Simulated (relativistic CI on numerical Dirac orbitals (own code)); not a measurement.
# Os⁺: resonant inelastic scattering at the L2,3 edge

Computed with this model: Dirac-Coulomb-Breit CI, separate exchange-only KLI orbitals for each configuration, model QED, valence Slater integrals scaled by 0.9, Kramers-Heisenberg scattering through one core-hole configuration in a parametric crystal field; configurations [Xe] 4f14 5d7 → [He] 2s2 2p5 3s2 3p6 3d10 4s2 4p6 4d10 4f14 5s2 5p6 5d8; 80 K; core-hole width 3 eV; summed over polarisations. Incident energies are the highest absorption maxima for each field (at most a few, so the weaker spin-orbit partner edge can be absent), on the computed scale of the free ion. Intensities are in per cent of the strongest line above 0.02 eV; levels within 1 cm⁻¹ are merged; final levels count from the ground level, the first row holds all elastic scattering, lines under 0.4 are left out and each table stops after 24 rows. The scale of the Slater integrals is a model choice and moves the terms in proportion. The configuration is assumed, with all valence electrons in the open shell; the free ion's ground configuration is another.

Field parameters in Wybourne normalisation: Oh B⁴₀ = 21Dq, B⁴₄ = √(5/14) B⁴₀. The field is a parameter set, without covalency.

S is read from ⟨S²⟩ = S(S + 1).

Oh, 10Dq = 4050 cm⁻¹:

| Final level (eV) | Degeneracy | Irrep | S | 10869.4 eV |
| --- | --- | --- | --- | --- |
| 0.000 | 2 | Γ6 | 1.45 | 411.7 |
| 0.082 | 4 | Γ8 | 1.43 | 100.0 |
| 0.261 | 4 | Γ8 | 1.40 | 15.2 |
| 0.667 | 2 | Γ7 | 1.48 | 2.4 |
| 0.808 | 4 | Γ8 | 1.41 | 17.9 |
| 0.897 | 2 | Γ6 | 1.47 | 9.4 |
| 1.013 | 4 | Γ8 | 1.36 | 6.3 |
| 1.058 | 2 | Γ7 | 1.41 | 0.5 |
| 1.433 | 4 | Γ8 | 1.17 | 8.5 |
| 1.495 | 4 | Γ8 | 0.82 | 5.7 |
| 1.646 | 4 | Γ8 | 1.10 | 4.3 |
| 1.771 | 4 | Γ8 | 0.83 | 8.8 |
| 1.799 | 2 | Γ7 | 1.36 | 5.1 |
| 1.916 | 4 | Γ8 | 1.45 | 23.5 |
| 1.950 | 2 | Γ6 | 0.62 | 11.9 |
| 2.115 | 2 | Γ6 | 1.10 | 1.0 |
| 2.168 | 4 | Γ8 | 0.70 | 2.5 |
| 2.192 | 2 | Γ6 | 0.71 | 4.0 |
| 2.438 | 4 | Γ8 | 0.69 | 12.2 |
| 2.500 | 2 | Γ7 | 0.54 | 6.7 |
| 2.508 | 4 | Γ8 | 0.61 | 2.0 |
| 2.566 | 2 | Γ6 | 0.52 | 3.5 |
| 2.780 | 4 | Γ8 | 0.86 | 3.1 |
| 2.884 | 4 | Γ8 | 0.68 | 1.0 |

Oh, 10Dq = 9100 cm⁻¹:

| Final level (eV) | Degeneracy | Irrep | S | 10869.6 eV |
| --- | --- | --- | --- | --- |
| 0.000 | 2 | Γ6 | 1.47 | 503.6 |
| 0.081 | 4 | Γ8 | 1.35 | 100.0 |
| 0.276 | 4 | Γ8 | 1.33 | 32.7 |
| 0.646 | 2 | Γ7 | 1.49 | 6.7 |
| 1.033 | 4 | Γ8 | 1.00 | 12.7 |
| 1.141 | 4 | Γ8 | 1.14 | 26.0 |
| 1.365 | 2 | Γ6 | 1.43 | 26.9 |
| 1.455 | 4 | Γ8 | 1.38 | 26.9 |
| 1.458 | 2 | Γ7 | 1.28 | 1.5 |
| 1.763 | 4 | Γ8 | 0.85 | 11.6 |
| 1.822 | 4 | Γ8 | 0.84 | 12.3 |
| 2.021 | 2 | Γ6 | 0.63 | 2.1 |
| 2.049 | 2 | Γ7 | 1.08 | 7.4 |
| 2.222 | 4 | Γ8 | 0.97 | 21.4 |
| 2.283 | 2 | Γ6 | 0.77 | 3.3 |
| 2.386 | 4 | Γ8 | 1.26 | 11.3 |
| 2.429 | 2 | Γ7 | 1.20 | 0.8 |
| 2.536 | 4 | Γ8 | 1.39 | 1.5 |
| 2.657 | 2 | Γ6 | 0.96 | 13.1 |
| 2.834 | 4 | Γ8 | 0.98 | 12.0 |
| 2.935 | 2 | Γ7 | 0.61 | 8.2 |
| 3.023 | 4 | Γ8 | 0.67 | 3.9 |
| 3.085 | 2 | Γ6 | 0.65 | 9.4 |
| 3.214 | 4 | Γ8 | 0.85 | 3.7 |

For the first field the strongest loss at the lowest incident energy is the level at 0.08 eV (S = 1.43, against 1.45 in the thermal ground state). Levels of other spin, the first over 8 % at 1.77 eV, appear because spin-orbit coupling of the core hole, and in heavier ions of the valence shell too, mixes spins.
